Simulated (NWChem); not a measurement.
System: AlH, singlet; SMILES [AlH]

Results from NWChem. Low-valent species are run as closed-shell singlets; no triplet was tried in these runs. The geometry was optimised at PBE0/def2-SVP. Level TPSS/def2-TZVP: energy and gradient; each run changes one setting, and changes count from the defaults (medium grid, exact Coulomb integrals, symmetry on).

```json
[
 {"setting": "defaults", "size of the energy change (μHa)": "< 10", "largest change of a gradient component (μHa/bohr)": "< 30"},
 {"setting": "tight SCF thresholds and tolerances", "size of the energy change (μHa)": "< 10", "largest change of a gradient component (μHa/bohr)": "< 30"},
 {"setting": "symmetry off", "size of the energy change (μHa)": "< 10", "largest change of a gradient component (μHa/bohr)": "other frame"},
 {"setting": "extra-fine grid", "size of the energy change (μHa)": "< 10", "largest change of a gradient component (μHa/bohr)": "70"},
 {"setting": "coarse grid", "size of the energy change (μHa)": "< 10", "largest change of a gradient component (μHa/bohr)": "< 30"}
]
```
